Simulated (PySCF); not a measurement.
ZrH4, SMILES [ZrH4], multiplicity 1.

Geometry optimised at PBE-D3(BJ)/def2-TZVPD. The spin state was assumed, not searched. The def2 effective core potentials stand for the cores of Zr; spin–orbit coupling is left out.

Calculation: PySCF 2.14.0 with PBE-D3(BJ)/def2-TZVPD.

Frequencies are harmonic and unscaled.

Modes within 1.5 cm⁻¹ of each other (mostly degenerate sets) share a row, with their intensities summed.

```tsv
mode	ν (cm⁻¹)	IR (km/mol)	moving atoms (share of kinetic energy)
1–3	525	555.0	H 97 %
4–5	621	0.0	H 100 %
6–8	1646	1349.8	H 98 %
9	1702	0.0	H 100 %
```
